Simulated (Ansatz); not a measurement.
Relaxation of CH₄AlFS (8 atoms, charge 0, multiplicity 1), to a largest force component of 0.02 eV/Å in at most 50 steps.

The calculation used RKS CAM-B3LYP-D4/def2-SVP in Ansatz 0.2.0.

```xyz
8
Properties=species:S:1:pos:R:3:forces:R:3
F 0.558 0.512 1.702 -0.65 1.44 -2.00
C 0.241 1.226 0.510 1.35 1.42 2.92
S -1.318 0.592 -0.254 0.93 -1.05 -1.66
Al -0.377 -1.460 -0.738 -0.20 -2.53 0.86
H 1.101 1.108 -0.206 -0.92 -0.16 0.18
H 0.111 2.323 0.733 0.22 -0.91 0.05
H 0.294 -1.723 -2.133 0.39 0.71 -1.06
H -2.686 0.448 -0.360 -1.12 1.08 0.71
```

**Question.** Where does it end, and by what steps?

**Answer.** It converged. After 16 steps the energy has fallen by 3.690 eV; H7 moved furthest, 0.99 Å.

```tsv
step	energy less start (eV)	largest force component (eV/Å)	accepted
0	0.0000	2.923	yes
1	-1.1828	2.900	yes
2	-2.1179	2.419	yes
3	-2.6878	2.935	yes
4	-3.2089	1.680	yes
5	-3.4663	0.591	yes
6	-3.5555	0.282	yes
7	-3.5962	0.174	yes
8	-3.6326	0.157	yes
9	-3.6533	0.193	yes
10	-3.6726	0.147	yes
11	-3.6794	0.088	yes
12	-3.6868	0.116	yes
13	-3.6888	0.133	yes
14	-3.6895	0.088	yes
15	-3.6898	0.056	yes
16	-3.6899	0.017	yes
```

```xyz
8
Properties=species:S:1:pos:R:3
F 0.328 0.038 1.071
C 0.088 1.114 0.250
S -1.389 0.853 -0.749
Al -0.438 -2.023 -0.562
H 0.920 1.214 -0.460
H -0.011 2.012 0.873
H 0.710 -1.173 -1.424
H -2.282 0.992 0.255
```

Run time: 23 s on 2 threads of Intel(R) Xeon(R) 6975P-C (Granite Rapids), with other jobs on the host, peak memory 0.2 GiB.
